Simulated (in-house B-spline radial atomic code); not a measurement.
**Removing one electron from Xe IX (Xe8+)**

Closed shell [Kr] 4d10. Computed with an all-electron radial atomic-structure program (B-spline basis): Koopmans values of Dirac-Hartree-Fock plus a diagonal self-energy, in second order or with its direct term screened (direct RPA, with the hole-particle interaction, or full time-dependent Hartree-Fock), linearised in energy; no-pair Dirac-Coulomb Hamiltonian, finite nucleus. Shifts add to the Koopmans value (the ΔSCF shift is orbital relaxation alone); the final value takes TDHF screening with Breit and QED.

Command:
```bash
python run_mb.py task.json out
```
Settings (nuclear radius in fm, box in bohr, cutoff in hartree):
```
basis_form          2
Z                   54
core_configuration  [Kr] 4d10
rms_radius          4.7859
mass_number         132
speed_of_light      137.036
box_radius          8.273
lmax                7
intervals           61
virtual_cutoff      11664.0
```

Time taken, with all properties: 62 s on 1 thread of Arm Neoverse V1 (shared host).

Energies in eV:

| subshell | Koopmans | ΔSCF shift | second order | direct RPA | hole-particle | TDHF | Breit + QED | final |
| --- | --- | --- | --- | --- | --- | --- | --- | --- |
| 4d5/2 | 179.85 | -1.667 | ? | ? | ? | ? | ? | ? |
| 4d3/2 | 182.01 | -1.733 | -0.526 | 0.073 | -0.171 | -0.180 | -0.045 | 181.79 |

Question: What does the self-energy do to 4d5/2?

Answer: It shifts the removal energy by -0.478 eV in second order, 0.099 with direct RPA, -0.137 with the hole-particle term and -0.144 with TDHF screening (quasi-particle weight 0.978); Breit and QED add 0.009 eV. The final value is 179.71 eV, against 179.84 ± 0.12 eV (NIST, measured).
